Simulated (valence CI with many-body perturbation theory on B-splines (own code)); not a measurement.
## Isoelectronic trend, 23 electrons, V to Eu40+

Calculated by configuration interaction combined with many-body perturbation theory (CI+MBPT): five valence electrons over a frozen Dirac-Fock core [Ar], radial functions for each j: 7 s, 7 p, 8 d, 6 f, 4 g, 1 h, with the one-electron correlation potential Σ1, the two-electron term Σ2, the three-electron term Σ3, Breit, model QED; selected CI, second order for the rest, scaled by the run's own slope (own B-spline code, finite nucleus). Basis and details of the method differ along the sequence, and some ions are missing.

Excitation energies in eV above the lowest level of each ion. Labels name the leading LS component, so a column can jump where levels mix; a blank means that no level of the computed list carries the label, and where several do, the lowest of them is shown. The ionisation energies from NIST are mostly theoretical or semi-empirical. By estimate, terms of the open shell hold to 2 to 4 % up to charges of about 25 and to about 1 % beyond; near the neutral end and where shells cross, configurations can be misplaced by 0.1 to 0.6 eV.

| Ion | Lowest level | IE (eV) | IE, NIST (eV) | 3d5 4G_7/2 | 3d5 4G_11/2 | 3d5 4D_3/2 | 3d5 2I_11/2 | 3d5 2D_3/2 | 3d5 2I_13/2 | 3d5 2D_5/2 |
| --- | --- | --- | --- | --- | --- | --- | --- | --- | --- | --- |
| V | 3d3.4s2 4F_3/2 | 6.8584 | 6.74619 |  |  |  |  |  |  |  |
| Fe3+ | 3d5 6S_5/2 | 53.698 | 54.91 ± 0.04 | 3.891 | 3.885 | 4.781 | 5.608 | 6.189 | 5.608 | 6.124 |
| Cu6+ | 3d5 6S_5/2 | 137.64 | 139 ± 1.2 | 5.628 | 5.612 | 6.931 | 8.113 | 8.896 | 8.130 | 8.726 |
| Ge9+ | 3d5 6S_5/2 | 250.93 | 252.1 ± 2.2 | 7.225 | 7.194 | 8.990 | 10.39 | 11.35 | 10.47 | 11.04 |
| Br12+ | 3d5 6S_5/2 | 392.35 | 393 ± 3 | 8.750 | 8.725 | 11.13 | 12.56 | 13.69 | 12.78 | 13.26 |
| Sr15+ | 3d5 6S_5/2 | 561.35 | 562 ± 3 | 10.20 | 10.19 | 13.39 | 14.60 | 15.97 | 15.09 | 15.55 |
| Mo19+ | 3d5 6S_5/2 | 828.97 | 829 ± 4 | 12.01 | 12.15 | 16.85 | 17.38 | 19.10 | 18.44 | 30.66 |
| Rh22+ | 3d5 6S_5/2 | 1061.1 | 1061 ± 4 | 13.28 | 13.62 | 19.90 | 19.73 | 21.69 | 21.33 | 31.94 |
| Cd25+ | 3d5 6S_5/2 | 1319.9 | 1320 ± 4 | 14.61 | 15.19 | 23.50 | 22.65 | 31.97 | 24.82 | 39.00 |
| Sb28+ | 3d5 6S_5/2 | 1605.7 | 1606 ± 4 | 16.25 | 17.06 |  | 26.60 | 27.65 | 29.31 | 24.11 |
| Xe31+ | 3d5 6S_5/2 | 1918.6 | 1919 ± 4 | 18.59 | 19.60 | 19.20 | 32.11 | 32.49 | 35.29 | 28.60 |
| La34+ | 3d5 6S_5/2 | 2258.9 | 2259 ± 5 | 22.04 | 23.20 | 22.77 | 39.71 | 38.57 | 43.31 | 35.06 |
| Nd37+ | 3d5 4P_5/2 | 2626.7 | 2627 ± 4 | 26.84 | 28.11 | 27.73 | 49.77 | 46.13 | 53.72 | 44.04 |
| Eu40+ | 3d5 4P_5/2 | 3022.1 | 3022 ± 4 | 33.09 | 34.43 | 34.16 | 62.53 | 55.19 | 66.78 | 55.84 |

**Question.** Does the computed ground configuration or its J change in this range?

**Answer.** Yes, from 3d3.4s2 4F_3/2 in V to 3d5 6S_5/2 in Fe3+.

Shares of the ionisation energy in eV, for some of the ions:

```tsv
Ion	Σ1	Σ2	Σ3	Breit	QED
V	0.117	-0.404	-0.0886	-0.00903	-0.00363
Cu6+	1.74	4.88	6.20e-05	0.0291	0.00476
Br12+	2.11	6.92	0.00560	0.0378	0.0105
Mo19+	2.24	8.17	0.0213	0.0600	0.0138
Cd25+	2.26	8.85	0.0325	0.0461	0.0138
Xe31+	2.27	9.50	0.102	-0.179	0.0234
Nd37+	2.28	10.1	0.188	-0.626	0.0429
```
